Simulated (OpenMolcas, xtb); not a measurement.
**AlSi2H5O (SMILES [SiH3][Al]1[O][SiH2]1): methods side by side**

AlSi2H5O has 9 atoms, charge 0, and is taken as a singlet. SMILES: `[SiH3][Al]1[O][SiH2]1`. Geometry: relaxed at PBE0-D4/def2-TZVP.

```csv
atom,x (Å),y (Å),z (Å)
Si,-0.6529,1.7171,-1.3347
Al,-0.1249,-0.1489,0.1628
O,1.3927,-0.9653,0.4343
Si,0.4786,-1.8777,1.5209
H,-1.7638,1.3267,-2.2449
H,-1.1001,2.8864,-0.5293
H,0.5265,2.1128,-2.1502
H,0.4033,-3.3276,1.1870
H,0.9290,-1.7700,2.9369
```

Each level gives the HOMO–LUMO gap (eV). The values are calculated.

```tsv
level	kind	program	value (eV)	CPU time
GFN1-xTB	semi-empirical	xtb	2.52	under 2 s
HF/6-31G* (spherical functions)	Hartree–Fock	OpenMolcas	9.40	12 s
SVWN5/6-31G* (spherical functions)	LDA	OpenMolcas	2.65	35 s
PBE/6-31G* (spherical functions)	GGA	OpenMolcas	2.71	43 s
TPSS/6-31G* (spherical functions)	meta-GGA	OpenMolcas	2.92	56 s
BHLYP/6-31G* (spherical functions)	global hybrid	OpenMolcas	6.14	37 s
B2PLYP/6-31G* (spherical functions)	double hybrid	OpenMolcas	6.32	31 s
```

The values span 2.52 to 9.40 eV. Orbital gaps aren't excitation energies, and those of double hybrids come from the SCF part alone; they tend to grow with the share of exact exchange. CPU times are rough (shared hosts, several kinds of processor): they show what a rung costs within a factor of a few.
